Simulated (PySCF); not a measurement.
C₆H₆O₄.
Atom-mapped SMILES: `[CH3:1][O:2][C:3](=[O:4])[c:5]1[cH:6][cH:7][c:8]([OH:9])[o:10]1` (hydrogens: H11, H12, H13 on C1; H14 on C6; H15 on C7; H16 on O9)

Structure optimised with GFN2-xTB, isolated species.

(1) What internal coordinates does the optimisation give?

## Answers

(1) 
```tsv
bond	length (Å)
C1–O2	1.419
O2–C3	1.344
C3=O4	1.208
C3–C5	1.456
C5–C6	1.373
C6–C7	1.408
C7–C8	1.371
C8–O9	1.334
C8–O10	1.337
C5–O10	1.368
C1–H11, C1–H12, C1–H13	1.090
C6–H14	1.070
C7–H15	1.069
O9–H16	0.967
```

Bonds in one row agree within 0.01 Å and their mean is given. A selection of angles:
```tsv
angle	degrees
C1–O2–C3	115.5
O2–C3–O4	123.8
O2–C3–C5	112.1
O4–C3–C5	124.1
C3–C5–C6	130.0
C3–C5–O10	120.6
C6–C5–O10	109.4
C5–C6–C7	107.0
C6–C7–C8	105.3
C7–C8–O9	129.9
C7–C8–O10	111.6
O9–C8–O10	118.6
C5–O10–C8	106.8
H16–O9–C8	109.3
```

Dihedral angles: C1–O2–C3–O4 0° (synperiplanar); O2–C3–C5–C6 180° (antiperiplanar); H16–O9–C8–C7 180° (antiperiplanar).

The 5-membered ring C5–C6–C7–C8–O10 has internal angles of 105.3° to 111.6° (sum 540°, against 540° for a flat polygon); it is planar, 0.00 Å rms from its mean plane, widest ring torsion 0°. The 6 C–O bonds span 1.208 Å (C3=O4, drawn double) to 1.419 Å (C1–O2, drawn single), a spread of 0.211 Å. Of the pairs four or more bonds apart, O4···H12 is among the closest relative to their van der Waals radii: 2.63 Å, 97 % of the sum of Bondi's values. The 10 heavy atoms lie in one plane (0.000 Å rms). The 4 C–C bonds span 1.371 Å (C7–C8, aromatic) to 1.456 Å (C3–C5, drawn single), a spread of 0.085 Å.

Point group: Cs (tolerance 0.08 Å). Stationary, but not proved a minimum. One conformer, not necessarily the lowest (C1–O2–C3–O4 0°, O2–C3–C5–C6 180°, C7–C8–O9–H 180°).

All values are computed, not measured.
